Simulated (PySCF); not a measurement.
C₂H₃ (SMILES [CH]=C), doublet, geometry from GFN2-xTB; PySCF with B3LYP/STO-3G.

The PySCF input:
```python
from pyscf import gto, scf, dft

mol = gto.Mole()
mol.atom = '''
    C     0.66801280   -0.25106413    0.02041584
    C    -0.56330933    0.12414455   -0.01579794
    H     1.64284906    0.17713737    0.03734254
    H    -0.88995141    1.16819846   -0.04069879
    H    -1.38111845   -0.58381835   -0.02435116
'''
mol.basis = 'sto-3g'
mol.spin = 1
mol.verbose = 4
mol.build()

mf = dft.UKS(mol)
mf.xc = 'b3lyp'
mf.DIIS = scf.EDIIS
mf.kernel()
mf.analyze()
```

It wrote (shortened):

```
PySCF version 2.14.0

[INPUT] verbose = 4
[INPUT] num. atoms = 5
[INPUT] num. electrons = 15
[INPUT] charge = 0
[INPUT] spin (= nelec alpha-beta = 2S) = 1
[INPUT] symmetry False subgroup None
[INPUT] Mole.unit = angstrom
[INPUT] Symbol           X                Y                Z      unit          X                Y                Z       unit  Magmom
[...]
nuclear repulsion = 28.7405755695246
number of shells = 9
number of NR pGTOs = 39
number of NR cGTOs = 13
basis = sto-3g
ecp = {}

******** <class 'pyscf.dft.uks.UKS'> ********
method = UKS
initial guess = minao
damping factor = 0
level_shift factor = 0
DIIS = <class 'pyscf.scf.diis.EDIIS'>
diis_start_cycle = 1
diis_space = 8
diis_damp = 0
SCF conv_tol = 1e-09
SCF conv_tol_grad = None
SCF max_cycles = 50
direct_scf = True
direct_scf_tol = 1e-13
number electrons alpha = 8  beta = 7
XC library pyscf.dft.libxc version 7.1.2
    S. Lehtola, C. Steigemann, M. J. T. Oliveira, and M. A. L. Marques,  SoftwareX 7, 1–5 (2018)
XC functionals = b3lyp
    P. J. Stephens, F. J. Devlin, C. F. Chabalowski, and M. J. Frisch,  J. Phys. Chem. 98, 11623 (1994)
radial grids:
    Treutler-Ahlrichs [JCP 102, 346 (1995); DOI:10.1063/1.469408] (M4) radial grids

becke partition: Becke, JCP 88, 2547 (1988); DOI:10.1063/1.454033
pruning grids: <function nwchem_prune>
grids dens level: 3
symmetrized grids: False
atomic radii adjust function: <function treutler_atomic_radii_adjust>
small_rho_cutoff = 0
Set gradient conv threshold to 3.16228e-05
tot grids = 57664
init E= -77.0451462427883

cycle= 1 E= -76.9129231852988  delta_E= 0.132  |g|= 0.096  |ddm|= 2.04
cycle= 2 E= -76.9221213358409  delta_E= -0.0092  |g|= 0.0459  |ddm|= 0.248
cycle= 3 E= -76.9237797491561  delta_E= -0.00166  |g|= 0.0146  |ddm|= 0.0962
cycle= 4 E= -76.9240198470793  delta_E= -0.00024  |g|= 0.00765  |ddm|= 0.0307
cycle= 5 E= -76.9240497468146  delta_E= -2.99e-05  |g|= 0.0108  |ddm|= 0.0249
cycle= 6 E= -76.9241213857211  delta_E= -7.16e-05  |g|= 0.00566  |ddm|= 0.019
cycle= 7 E= -76.9241534966937  delta_E= -3.21e-05  |g|= 0.00262  |ddm|= 0.00795
cycle= 8 E= -76.9241534967629  delta_E= -6.92e-11  |g|= 0.00262  |ddm|= 2.83e-08
cycle= 9 E= -76.9241534966822  delta_E= 8.07e-11  |g|= 0.00262  |ddm|= 3.3e-08
cycle= 10 E= -76.9241534966958  delta_E= -1.36e-11  |g|= 0.00262  |ddm|= 5.5e-09
cycle= 11 E= -76.924153496936  delta_E= -2.4e-10  |g|= 0.00262  |ddm|= 9.84e-08
cycle= 12 E= -76.9241534968006  delta_E= 1.35e-10  |g|= 0.00262  |ddm|= 5.55e-08
[...]
cycle= 46 E= -76.9241748961435  delta_E= -2.33e-09  |g|= 2.98e-05  |ddm|= 7.75e-05
cycle= 47 E= -76.9241748963807  delta_E= -2.37e-10  |g|= 4.25e-05  |ddm|= 5.47e-05
cycle= 48 E= -76.9241748961371  delta_E= 2.44e-10  |g|= 5.77e-05  |ddm|= 3.32e-05
cycle= 49 E= -76.9241748945151  delta_E= 1.62e-09  |g|= 8.6e-05  |ddm|= 5.18e-05
cycle= 50 E= -76.9241748976495  delta_E= -3.13e-09  |g|= 5.54e-05  |ddm|= 4.03e-05
SCF not converged.
SCF energy = -76.9241748976495 after 50 cycles  <S^2> = 0.7653103  2S+1 = 2.0152521
**** SCF Summaries ****
Total Energy =                         -76.924174897649536
Nuclear Repulsion Energy =              28.740575569524555
One-electron Energy =                 -159.774327034585752
Two-electron Energy =                   54.109576567411665
Two-electron Coulomb Energy =           66.071173775015197
DFT Exchange-Correlation Energy =      -11.961597207603532
**** MO energy ****
                             alpha | beta                alpha | beta
[...]
To work with the spin densities directly, `use mulliken_meta_spin()` only printing them here.

 ** Mulliken spin pop alpha/beta on meta-lowdin orthogonal AOs **
 ** Mulliken Spin Density (per AO)  **
spin_pop of  0 C 1s       -0.00000
spin_pop of  0 C 2s        0.13436
spin_pop of  0 C 2px       0.02274
spin_pop of  0 C 2py       0.78447
spin_pop of  0 C 2pz       0.11546
spin_pop of  1 C 1s        0.00001
spin_pop of  1 C 2s       -0.01605
spin_pop of  1 C 2px      -0.01492
spin_pop of  1 C 2py      -0.02348
spin_pop of  1 C 2pz      -0.11521
spin_pop of  2 H 1s       -0.00673
spin_pop of  3 H 1s        0.07371
spin_pop of  4 H 1s        0.04565
 ** Mulliken Spin Density (per atom)  **
spin density of  0 C =      1.05703
spin density of  1 C =     -0.16965
spin density of  2 H =     -0.00673
spin density of  3 H =      0.07371
spin density of  4 H =      0.04565
 ** Mulliken pop alpha/beta on meta-lowdin orthogonal AOs **
 ** Mulliken pop       alpha | beta **
[...]
In total             8.00000 | 7.00000
 ** Mulliken atomic charges   ( Nelec_alpha | Nelec_beta ) **
charge of  0C =     -0.04247  (     3.54975      2.49272 )
charge of  1C =     -0.13209  (     2.98122      3.15087 )
charge of  2H =      0.06062  (     0.46632      0.47305 )
charge of  3H =      0.05620  (     0.50875      0.43505 )
charge of  4H =      0.05773  (     0.49396      0.44831 )
Dipole moment(X, Y, Z, Debye):  0.08146,  0.37113, -0.00402
```

Convergence was not reached.
